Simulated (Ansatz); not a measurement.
`C[Te][GeH3]` + `COC(C)=N` → `C[Te]C(C)=N` + `C[O][GeH3]`  (formal exchange of groups at a Te–Ge bond)

Computed with Ansatz on PBE0-D4/def2-TZVP structures; ΔE is electronic, products minus reactants. CCSD(T)/CBS adds triple-zeta CCSD(T) − MP2 to the extrapolated MP2 energy (def2 sets, frozen cores). Elements past krypton have def2 core potentials. For Ge, Te outer-core shells are correlated without core-valence functions, which leaves a few kJ/mol of doubt a bond. Scalar relativity is left out up to krypton. Each species was taken in one conformer, which may not be the lowest.

`C[Te][GeH3]`:

```xyz
9

C     0.935   -0.943   -1.133
Te   -0.650   -1.466    0.221
Ge   -0.920    0.906    1.110
H     0.577   -0.212   -1.855
H     1.219   -1.859   -1.648
H     1.784   -0.556   -0.575
H    -2.042    0.874    2.157
H    -1.293    1.867   -0.033
H     0.390    1.388    1.756
```

`COC(C)=N`:

```xyz
12

C    -0.494    1.004    1.583
O     0.388    0.672    0.522
C    -0.035   -0.285   -0.317
C     0.986   -0.533   -1.382
N    -1.158   -0.844   -0.154
H     0.008    1.785    2.152
H    -1.448    1.364    1.193
H    -0.687    0.133    2.212
H     1.170    0.386   -1.943
H     0.655   -1.312   -2.066
H     1.933   -0.830   -0.927
H    -1.319   -1.539   -0.874
```

`C[Te]C(C)=N`:

Cartesian coordinates in Å:
```
C 2.037 0.241 0.318
Te 0.770 1.159 -1.139
C -1.097 0.247 -0.606
C -1.071 -0.728 0.524
N -2.172 0.508 -1.208
H 3.037 0.635 0.137
H 2.045 -0.838 0.186
H 1.718 0.511 1.321
H -0.714 -0.252 1.441
H -0.399 -1.561 0.304
H -2.081 -1.109 0.682
H -2.072 1.186 -1.961
```

`C[O][GeH3]`:

```xyz
9

C    -0.788    0.800   -0.790
O     0.244    0.837    0.164
Ge    0.825   -0.713    0.818
H    -1.018    1.828   -1.080
H    -1.705    0.345   -0.392
H    -0.498    0.249   -1.695
H    -0.349   -1.438    1.505
H     1.926   -0.333    1.811
H     1.362   -1.575   -0.341
```

```tsv
level	ΔE (kJ/mol)
HF/def2-QZVPP	88.3
SCS-MP2/def2-QZVPP	60.3
```

(1) What does CCSD(T)/CBS give? (Estimate.)

Largest T1 diagnostic among the species: 0.013.

Answers

(1) The calculation gave: +66.5 kJ/mol. The listed levels differ from it by 21.8, -6.2 kJ/mol.

The D4 term adds −4.3 kJ/mol with B3LYP and −2.2 kJ/mol with PBE0; it sums over pairs of atoms, weighted by their polarisabilities, and B3LYP, whose exchange is more repulsive, gets the larger term. From PBE to PBE0 (25 % exact exchange), in def2-TZVPP and without D4, ΔE moves by +10.0 kJ/mol. In def2-TZVPP, CCSD(T) changes the Hartree–Fock value by −23.8 kJ/mol (the triples alone add −4.1 kJ/mol) and MP2 by −26.9 kJ/mol.

B3LYP here is the variant with VWN-RPA as its local correlation; programs differ in this.
